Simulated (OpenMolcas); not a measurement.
**Tb3+: effect of the metal basis and ligand basis**

Tb3+ with 6 ligands (bromide) in octahedral coordination (Oh) at 2.83 Å. A charge of +0.5 e stands 2.4 Å behind each ligand.

```
Program             : OpenMolcas
Method              : CASSCF
Spin-orbit coupling : RASSI with atomic mean-field integrals over the reference wave functions
```

Fixed: active space 8 electrons in 7 orbitals (4f), DKH2 Hamiltonian.

States (labels of O, the rotations of Oh). Energies in cm-1 above the lowest state or level, χT in cm3 K/mol.

```csv
Run,Metal basis,Ligand basis,Ground state,First state of that spin,First gap with spin-orbit (degeneracies),Width of lowest J,χT at 300 K,Cost
A,ANO-RCC-VDZP,ANO-RCC-VDZP,7A2,7T2 90.9,"16.0 (1, 3)",140,11.750,roughly 110 core-seconds
B,ANO-RCC-VTZP,ANO-RCC-VTZP,7A2,7T2 120.4,"18.0 (1, 3)",160,11.742,roughly 12 core-minutes
```

Against A, the width of the lowest J multiplet changes by +14.3 % in B.

Costs are those of the RASSCF and RASSI steps.

High states are left out of the spin-orbit mixing, which shifts the levels that they would mix with. Without dynamic correlation the ligand-field splitting of an f shell can come out too small, at times by half. No measured value stands beside these numbers; the geometry is a model, was not optimised and need not be the one that this ion takes.
